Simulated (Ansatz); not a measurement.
Computed with Ansatz on PBE0-D4/def2-TZVP structures; ΔE is electronic, products minus reactants. CCSD(T)/CBS adds triple-zeta CCSD(T) − MP2 to the extrapolated MP2 energy (def2 sets, frozen cores). Functionals use def2-TZVPP. For Ga outer-core shells are correlated without core-valence functions, which leaves a few kJ/mol of doubt a bond. Scalar relativity is left out up to krypton. Each species was taken in one conformer, which may not be the lowest.

Reaction (isomerisation): `CC[SiH2][GaH2]` → `[CH3][Ga]([CH3])[SiH3]`

| level | ΔE (kJ/mol) |
| --- | --- |
| revPBE-D4 | -36.1 |
| BLYP-D4 | -41.4 |
| ωB97M-V | -38.8 |
| revPBE | -46.3 |
| BLYP | -47.6 |
| CAM-B3LYP | -40.3 |
| CCSD/def2-SVP | -30.9 |
| MP2/def2-QZVPP | -50.4 |

(1) What does CCSD(T)/CBS give? (Estimate.)

Largest T1 diagnostic among the species: 0.012.

Answers

(1) The calculation gave: -47.2 kJ/mol. The listed levels differ from it by 11.1, 5.8, 8.4, 0.9, -0.4, 6.9, 16.3, -3.2 kJ/mol.

At CCSD(T), def2-SVP lies +16.0 kJ/mol from the extrapolated value and def2-TZVPP +1.2 kJ/mol. The D4 term adds +4.1 kJ/mol with B3LYP and +2.1 kJ/mol with PBE0; it sums over pairs of atoms, weighted by their polarisabilities, and B3LYP, whose exchange is more repulsive, gets the larger term.

CCSD(T)/CBS has its own doubt, a few kJ/mol and more with outer-core shells, so smaller differences from it don't rank the levels.

B3LYP here is the variant with VWN-RPA as its local correlation; programs differ in this.
